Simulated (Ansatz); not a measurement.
The same path of CH$_{3}$F$_{2}$Sb (7 atoms, charge 0, multiplicity 1) was run twice with different band settings. The coordinate that changes most is the height of Sb2 over the plane of its neighbours.

Method: RKS PBE0-D4/def2-SVP (Ansatz).

Relaxed end points:

```xyz
7
Properties=species:S:1:pos:R:3
C -0.278 0.791 -0.216
Sb -0.354 -1.082 0.825
F 1.511 -0.985 1.332
F -0.057 -2.102 -0.792
H -1.181 0.926 -0.829
H -0.190 1.623 0.498
H 0.610 0.762 -0.864
```

```xyz
7
Properties=species:S:1:pos:R:3
C -0.150 0.804 -0.318
Sb 0.951 -1.035 -0.167
F 0.942 -1.011 1.769
F -0.637 -2.128 -0.347
H -1.168 0.550 -0.647
H -0.189 1.245 0.689
H 0.313 1.508 -1.024
```

Common settings: movable images 7; climbing image yes; optimiser quadratic models (default); start path IDPP; force threshold 0.03 eV/Å; end points relaxed.

| run | spring | iteration limit |
| --- | --- | --- |
| 1 | 5.0 eV/Å² | 43 |
| 2 | 20.0 eV/Å² | 57 |

Q: What does each run give, and how far can it be trusted?

A: Run 1: converged after 8 iterations, highest image 1.519 eV above the first end. A vibrational analysis at the climbing image gives one clearly imaginary mode, 181i cm⁻¹: a first-order saddle point.
Run 2: converged after 8 iterations, highest image 1.519 eV above the first end. Another band between the same ends (7 images) ends at a top of the same energy, where a vibrational analysis finds 1 clearly imaginary mode.
